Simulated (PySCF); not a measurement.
Si(H)2(Cl)(NMe2) (C₂H₈ClNSi), SMILES CN(C)[SiH2]Cl.

Coordinates come from a ωB97X-D3(BJ)/def2-SVP optimisation. The values are those of a single conformer.

Calculation: PBE/def2-TZVP run with PySCF.

The total energy is -885.08424 hartree. The point group comes out as Cs and the highest occupied level is -5.54 eV. The lowest empty level comes out as -0.18 eV. The orbital gap is 5.36 eV. The dipole moment is 2.10 D. The quadrupole, principal values (traceless, Buckingham form, about the centre of nuclear charge) is -3.98, 1.60, 2.38 D·Å. The mean static polarisability is 72.7 bohr³ (10.77 Å³). The polarisability, principal values is 67.7, 68.0, 82.4 bohr³.
